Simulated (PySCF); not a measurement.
Constitutional and geometric isomers with formula CH2N2Si. All species are isolated molecules in the gas phase. Strings in code marks are SMILES.

The S1 excitation (TDA) from two functionals at the same geometries (CAM-B3LYP-D3(BJ)/def2-TZVP), both in PySCF: PBE-D3(BJ)/def2-TZVP and CAM-B3LYP-D3(BJ)/def2-TZVP. Excitations are Tamm–Dancoff values on a coarser integration grid. The basis has no diffuse functions, so Rydberg states are missing or too high.

```csv
species,PBE-D3(BJ)/def2-TZVP (eV),CAM-B3LYP-D3(BJ)/def2-TZVP (eV)
`N#CN=[SiH2]`,2.68,3.35
`c1/[si](n1)=N/[H]`,3.26,3.53
`N#C/[SiH]=N/[H]`,3.57,4.11
```

Over these rows, drawn at random from the members with no instability flagged (it was tested for open shells, ions and some series alone), PBE minus CAM-B3LYP-D3(BJ): mean -0.49 eV, from -0.67 eV to -0.27 eV.
